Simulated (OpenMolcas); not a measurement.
## How methods differ on MoCl2O2 (molybdenum dichloride dioxide)

MoCl2O2: 5 atoms, total charge 0, spin state singlet. As SMILES, `O=[Mo](=O)(Cl)Cl`. The coordinates come from a PBE0-D4/def2-TZVP relaxation.

Each level gives the vertical ionisation energy (to the doublet cation) (eV). The values are calculated.

```
                           level             kind     program  value (eV)  CPU time (all runs)
 SVWN5/def2-SVP (core potential)              LDA  OpenMolcas       11.71                 64 s
  BLYP/def2-SVP (core potential)              GGA  OpenMolcas       11.22              2.1 min
revPBE/def2-SVP (core potential)              GGA  OpenMolcas       11.40              1.8 min
 M06-L/def2-SVP (core potential)         meta-GGA  OpenMolcas       11.80              2.1 min
  TPSS/def2-SVP (core potential)         meta-GGA  OpenMolcas       11.55                2 min
 B3LYP/def2-SVP (core potential)    global hybrid  OpenMolcas       11.86                 89 s
M06-2X/def2-SVP (core potential)  hybrid meta-GGA  OpenMolcas       12.27              1.8 min
  PBE0/def2-SVP (core potential)    global hybrid  OpenMolcas       11.96                 79 s
```

Spin-orbit coupling, which can split open shells on such heavy atoms by tenths of an eV, is left out. The values span 11.22 to 12.27 eV. Times are those of the runs behind each value, whatever else they computed, on shared processors of several kinds: orders of magnitude only.
